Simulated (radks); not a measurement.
Results of a calculation; reference values are marked as such.
Question: Spin polarisation of the 5d5 shell in the rhenium ion Re2+. Start: [Xe] 4f14 5d(up 2.5, down 2.5); electrons of 5d are moved from spin down to spin up, other shells keep equal spins. Code: a radial shooting solver on a logarithmic mesh with Libxc functionals. Model: scalar-relativistic Kohn-Sham, PBE, spin-polarised, spherical densities, finite nucleus; Fermi nuclear charge, rms radius of each element as measured or else 0.836 A^(1/3) + 0.57 fm. Estimate the energy gained and the exchange splitting at a moment of 5 Bohr magnetons.

Answer: At moment 5 the spin-polarisation energy is -4.435 eV and the 5d exchange splitting 3.633 eV, that is 0.727 eV per Bohr magneton; E = -I m^2/4 would give I = 0.710 eV.
